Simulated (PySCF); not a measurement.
## UHF on I²⁺ (iodine, charge +2)

Configuration: [Kr] 4d10 5s2 5p3, high-spin 4S determinant. Calculation: PySCF 2.14, in aug-cc-pVQZ-DK3; the spin-free X2C one-electron Hamiltonian (Gaussian nucleus).

| Property | Result |
| --- | --- |
| Total energy | -7111.381744 hartree |
| One-electron energy | -9713.2063 hartree |
| Hartree (Coulomb) energy | 2781.7760 hartree |
| Exchange energy | -179.9514 hartree |
| ⟨S²⟩ | 3.7516 |
| ⟨L²⟩ | 0.000 |
| Sum of ⟨r⟩ | 32.11 bohr |
| Sum of ⟨r²⟩ | 41.96 bohr² |
| Langevin diamagnetic susceptibility | -33.2 ×10⁻⁶ cm³/mol |

| shell | electrons | mean orbital energy (eV) | rms radius, mean of both spins (bohr) |
| --- | --- | --- | --- |
| 1s α | 1 | -33347.6 | 0.0311 |
| 1s β | 1 | -33347.4 | 0.0311 |
| 2s α | 1 | -5269.4 | 0.127 |
| 2s β | 1 | -5269.3 | 0.127 |
| 2p α | 3 | -4728.3 | 0.113 |
| 2p β | 3 | -4728.1 | 0.113 |
| 3s α | 1 | -1122.6 | 0.334 |
| 3s β | 1 | -1122.3 | 0.334 |
| 3p α | 3 | -942.49 | 0.335 |
| 3p β | 3 | -942.13 | 0.335 |
| 3d α | 5 | -671.43 | 0.313 |
| 3d β | 5 | -671.30 | 0.313 |
| 4s α | 1 | -231.59 | 0.787 |
| 4s β | 1 | -230.90 | 0.787 |
| 4p α | 3 | -172.44 | 0.845 |
| 4p β | 3 | -171.65 | 0.845 |
| 4d α | 5 | -83.022 | 0.989 |
| 4d β | 5 | -82.464 | 0.989 |
| 5s α | 1 | -45.281 | 2.03 |
| 5s β | 1 | -37.273 | 2.03 |
| 5p α | 3 | -30.323 | 2.34 |

Densities and radii are taken from the X2C orbitals without a picture-change correction, which distorts them close to the nucleus.

Spin-orbit constants ζ (cm⁻¹) from the X2C one-electron operator on these orbitals: bare nucleus, nucleus screened by l(l+1)(2l+1)/3 electrons, and screened by the Breit-Pauli mean field of the electrons.

```json
{"shell": "2p", "bare": "1592000", "screened nucleus": "1532000", "mean field": "n/a"}
{"shell": "3p", "bare": "303500", "screened nucleus": "292000", "mean field": "n/a"}
{"shell": "3d", "bare": "46150", "screened nucleus": "37440", "mean field": "n/a"}
{"shell": "4p", "bare": "56510", "screened nucleus": "54380", "mean field": "n/a"}
{"shell": "4d", "bare": "6486", "screened nucleus": "5262", "mean field": "n/a"}
{"shell": "5p", "bare": "6312", "screened nucleus": "6074", "mean field": "n/a"}
```
